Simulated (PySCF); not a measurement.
**Gas-phase basicity (−ΔG): calculation against experiment**

These are calculated values, ωB97X-D3(BJ)/def2-TZVP in PySCF (grid level 2) at geometries from PBE0-D3(BJ)/def2-SVP. Thermal corrections: PBE0-D3(BJ)/def2-SVP frequencies, unscaled, ideal gas at 298.15 K and 1 bar, quasi-RRHO entropy.

| molecule | computed / kJ/mol | measured / kJ/mol | difference |
| --- | --- | --- | --- |
| 2,2,2-trifluoroethyl formate, `O=COCC(F)(F)F` (C3H3F3O2) | 725 | 715 | 11 |
| methanol, `CO` (CH4O) | 731 | 725 | 7 |
| `CC#CC` (C4H6) | 750 | 745 | 5 |
| dimethyl ether, `COC` (C2H6O) | 769 | 764 | 5 |
| `Fc1ccccn1` (C5H4FN) | 866 | 853 | 14 |
| methylamine, `CN` (CH5N) | 874 | 864 | 10 |

Measured values: NIST Chemistry WebBook, evaluated or the median of agreeing entries. Evaluated proton affinities, basicities and acidities carry uncertainties of about 8 kJ/mol, some more. Mean signed difference 8.4 kJ/mol, mean absolute 8.4 kJ/mol, over these rows.

isopropenylcyclopropane: the gap is larger than usual, and may come from another state, site, conformer or species, from the functional or basis, or from an outlying measurement.

Problem. What do calculation and experiment give for isopropenylcyclopropane, `C=C(C)C1CC1` (C6H10)?

Solution. Computed 869 kJ/mol, measured 843 kJ/mol.

Differences come from unrounded values, so a last digit can differ from that of the printed terms.
